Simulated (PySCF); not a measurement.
# Ionisation energy of W⁺ by level of theory

W⁺ [Xe] 4f14 5d4 6s1 (6D) → W²⁺ [Xe] 4f14 5d4 (5D), as a difference of total energies. All numbers are calculated (PySCF 2.14, scalar relativity through the core potential, in def2-TZVPPD with the def2 core potential (60 electrons)). Correlated levels: valence: 5s2 5p6 frozen; valence and next inner shell: nothing frozen outside the core potential. The calculations carry no spin-orbit coupling.

```
                                method  ionisation energy (eV)
                                   UHF                  14.959
                                   LDA                  16.550
                                   PBE                  16.276
                                  PBE0                  16.037
                                r2SCAN                  16.323
                                 TPSSh                  15.981
                                 B97-3                  15.785
                               LC-wPBE                  15.728
                                 wB97X                  15.381
                         MP2 (valence)                  15.436
                     SCS-MP2 (valence)                  15.118
    MP2 (valence and next inner shell)                  15.899
SCS-MP2 (valence and next inner shell)                  15.540
```

Q: How much does correlation contribute at MP2 (valence and next inner shell)?

A: 15.899 − (14.959) = 0.940 eV, measured against UHF.

The reference lies between the lowest fine-structure levels, while these numbers refer to the centres of the terms.

Errors of the correlated levels include the incompleteness of this basis and the frozen core.

For comparison: 16.37 ± 0.15 eV (semi-empirical (NIST evaluation); NIST Atomic Spectra Database, ionization energies).
